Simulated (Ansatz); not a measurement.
Total energies of (ClInSe)3 ring (In₃Se₃Cl₃) from Ansatz at PBE0-D4/def2-TZVP, gas phase (1 Eh = 27.2114 eV = 2625.5 kJ/mol). The reference geometry is relaxed at PBE-D4/def2-SVP.

```xyz
9

In    1.8129   -1.0413   -0.8909
Cl    3.7024   -2.1261   -1.8181
Se   -0.2637   -2.4669   -1.1340
In   -2.0354   -1.0085   -0.0675
Cl   -4.1568   -2.0585   -0.1316
Se   -2.1771    1.2514    1.0642
In    0.2209    2.0530    0.9489
Cl    0.4546    4.1857    1.9510
Se    2.4423    1.2111    0.0779
```

```
                 state                    geometry  energy (Eh)
      charge 0 singlet                   reference  -9154.85931
      charge 1 doublet                   reference  -9154.51079
      charge 1 doublet  relaxed at PBE-D4/def2-SVP  -9154.51514
free In atom (doublet)                           –   -190.11398
free Cl atom (doublet)                           –   -459.99739
free Se atom (triplet)                           –  -2401.20505
```

In the def2 sets In takes a core potential; there is no spin–orbit coupling. Single mean-field runs in def2-TZVP are fitted with def2-universal-jkfit.

Problem. Work out the vertical ionisation energy to the doublet.

Solution. E(charge 1 doublet) − E(charge 0 singlet) = -9154.51079 − (-9154.85931) = 0.34852 Eh = 9.48 eV. For comparison, −ε of the highest occupied level is 8.09 eV at this level, 1.39 eV less.

Problem. How much does the charge 1 doublet relax, and what is the adiabatic ionisation energy?

Solution. Relaxation: -9154.51079 − (-9154.51514) = 0.00435 Eh = 0.12 eV. Adiabatic ionisation energy: 0.34417 Eh = 9.37 eV, without zero-point energy. 

Problem. What is the binding energy per atom against free atoms?

Solution. Atoms: 3 × (-190.11398) + 3 × (-459.99739) + 3 × (-2401.20505) = -9153.94926 Eh. Binding: -9153.94926 − (-9154.85931) = 0.91005 Eh = 24.76 eV, or 2.75 eV for each of 9 atoms (no zero-point energy, no counterpoise term).
